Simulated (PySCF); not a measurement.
Species: Ta(NSiMe3)Cl3, C3H9Cl3NSiTa (singlet state).
Bonds: Ta1–N2, Ta1–Cl16, Ta1–Cl17, Ta1–Cl18, N2–Si3, Si3–C4, Si3–C5, Si3–C6. Hydrogens: H7, H8, H9 on C4; H10, H11, H12 on C5; H13, H14, H15 on C6.

Theory: PBE0-D3(BJ)/def2-SVP geometry optimisation, gas phase, def2 core potentials past Kr (PySCF).

(1) List the bond lengths and angles at this level.

## Answers

(1) 
```json
{"bond": "Ta1–N2", "length (bohr)": "3.300"}
{"bond": "Ta1–Cl16, Ta1–Cl17, Ta1–Cl18", "length (bohr)": "4.353"}
{"bond": "N2–Si3", "length (bohr)": "3.340"}
{"bond": "Si3–C4, Si3–C5, Si3–C6", "length (bohr)": "3.539"}
{"bond": "C4–H7 and 8 like bonds", "length (bohr)": "2.081"}
```

Bonds in one row agree within 0.02 bohr and their mean is given. A selection of angles:
```json
{"angle": "N2–Ta1–Cl16", "degrees": "106.0"}
{"angle": "Cl16–Ta1–Cl17", "degrees": "114.0"}
{"angle": "Cl17–Ta1–Cl18", "degrees": "111.8"}
{"angle": "Ta1–N2–Si3", "degrees": "176.2"}
{"angle": "N2–Si3–C4", "degrees": "107.0"}
{"angle": "N2–Si3–C6", "degrees": "106.4"}
{"angle": "C4–Si3–C5", "degrees": "111.9"}
{"angle": "Si3–C4–H7", "degrees": "110.5"}
{"angle": "Si3–C4–H8", "degrees": "111.3"}
{"angle": "H7–C4–H8", "degrees": "108.2"}
```

Ta1 (tantalum bonded to 3 Cl and N) is distorted tetrahedral (angles from 105.3° to 114.0°). All 3 C–Si bonds measure 1.872 to 1.873 Å. Si3 (silicon bonded to 3 C and N) is tetrahedral (angles from 106.4° to 111.9°).

Point group: near C3, missed by 0.20 Å at most; the miss may be what the optimiser left on a soft mode. No PBE0-D3(BJ)/def2-SVP frequencies stand behind this structure, so it isn't proved a minimum.
